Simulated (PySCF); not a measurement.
## MZn cations for M along the third period

PBE0 with double-zeta basis sets in PySCF, for the lowest determinant that a PBE0 search found; no spin–orbit coupling. De refers to high-spin ground-configuration atoms (the charge goes to the atom of lower measured ionisation energy or higher electron affinity, which is not always the lowest computed limit). A positive dipole points towards Zn; it is taken about the centre of mass and depends on that origin.

| M | basis | charged atom | state (unpaired electrons) | Re (Å) | ωe (cm⁻¹) | De (eV) | μ (D) |
| --- | --- | --- | --- | --- | --- | --- | --- |
| Na | 6-31G(d,p) | Na+ | singlet (closed shell) | 2.736 | 198 | 0.82 | -6.00 |
| Mg | 6-31G(d,p) | Mg+ | doublet (σ ↑) | 2.622 | 232 | 1.48 | -3.67 |
| Al | 6-31G(d,p) | Al+ | singlet (closed shell) | 2.762 | 172 | 0.99 | -3.10 |
| Si | def2-SVP | Si+ | doublet (π ↑) | 2.529 | 241 | 2.01 | -0.40 |
| P | x2c-SVPall | Zn+ | triplet (π ↑↑) | 2.318 | 305 | 2.13 | 1.51 |
| S | def2-SVP | Zn+ | doublet (π ↑) | 2.171 | 391 | 2.02 | 4.18 |
| Cl | x2c-SVPall | Zn+ | singlet (closed shell) | 2.068 | 456 | 2.52 | 5.33 |

The shortest bond is that of ZnCl⁺ (2.068 Å), the longest that of AlZn⁺ (2.762 Å). ZnCl⁺ is bound most strongly (2.52 eV) and NaZn⁺ least (0.82 eV).

The rows differ in basis set, which adds steps of its own.

The state changes along the series, so neighbouring rows are not always alike in their bonding.

Closed-shell solutions of metal pairs were not tested for spin polarisation, which can lower them a little. For an ion De counts to the pair picked by the measured ionisation energies or electron affinities, which need not be the lowest pair at this level. States were picked by a PBE0 search and need not be the measured ground states.
